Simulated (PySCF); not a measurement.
# Multinuclear NMR of CF3SO3H

Geometry (Å), atoms numbered from 1 in this order:
```xyz
9

O    -0.888    0.015    1.625
S    -0.776   -0.261    0.235
O    -1.367   -1.379   -0.397
O    -1.193    1.020   -0.586
C     1.029   -0.299   -0.159
F     1.588    0.838    0.237
F     1.585   -1.308    0.485
F     1.213   -0.445   -1.457
H    -1.132    1.800   -0.017
```

Computed data (PySCF): shielding tensors at B97-2/pcSseg-2 (GIAO), geometry: PBE0-D3(BJ)/def2-TZVP. Fast rotation and ring inversion assumed for equivalent nuclei, one computed conformer, non-relativistic Hamiltonian, gas phase.

(1) What are the ¹⁹F shifts?

(2) What are the ¹⁷O shifts?

Answers

(1) 
| atoms | environment | σ (ppm) | δ (ppm) |
| --- | --- | --- | --- |
| F6/F7/F8 | fluorine of an SCF3 group | 263.1 | -76.8 |

Shieldings were converted by a linear fit to measured shifts: ¹⁹F (scatter 4.2 ppm rms, 5.7 ppm with the 8 outliers that the fit left out vs CFCl3, solution or neat liquid, with a term for F on sp3 carbon). Occasional misses reach two or three times the rms, and more in compound classes unlike the fitted ones.

On a 600 MHz spectrometer ¹⁹F resonates near 564.6 MHz, so 1 ppm is 564.6 Hz.

(2) 
```tsv
atoms	environment	σ (ppm)	δ (ppm)
O1/O3	S=O oxygen	127.5	153.2
O4	oxygen bonded to S, H	148.1	133.8
```

Shieldings were converted by a linear fit to measured shifts: ¹⁷O (scatter 12.2 ppm rms vs liquid water, solution or neat liquid). Occasional misses reach two or three times the rms, and more in compound classes unlike the fitted ones.

On a 600 MHz spectrometer ¹⁷O resonates near 81.3 MHz, so 1 ppm is 81.3 Hz.
